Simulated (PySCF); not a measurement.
## ZnC and its ions

PBE; Zn pcseg-1, C pcseg-1; no relativity (PySCF 2.14). Neutral (UKS): triplet (π ↑↑), Re = 1.988 Å, ωe = 470 cm⁻¹, De = 1.39 eV, HOMO -4.94 eV, LUMO -3.76 eV.

ZnC⁺ (UKS): doublet (π ↑), Re = 2.097 Å, ωe = 424 cm⁻¹, De = 2.03 eV to Zn⁺ + C. The energies at the minima are -1816.76505 hartree for ZnC and -1816.44655 for ZnC⁺.

(1) Work out the adiabatic ionisation energy, without and with harmonic zero-point energies (1 hartree = 27.2114 eV, 1 eV = 8065.5 cm⁻¹), and the change of the bond length.

For an ion De counts to the pair picked by the measured ionisation energies or electron affinities, which need not be the lowest pair at this level. States were picked by a PBE0 search and need not be the measured ground states.

Results:

(1) At PBE: 0.31850 hartree = 8.667 eV between the minima; the zero-point term (424.0 − 470.0)/2 cm⁻¹ = -0.003 eV makes it 8.664 eV. Re changes by +10.9 pm against the neutral. The electron leaves a π orbital; in so polar a molecule the change of length follows mostly from the change of the ionic charges.
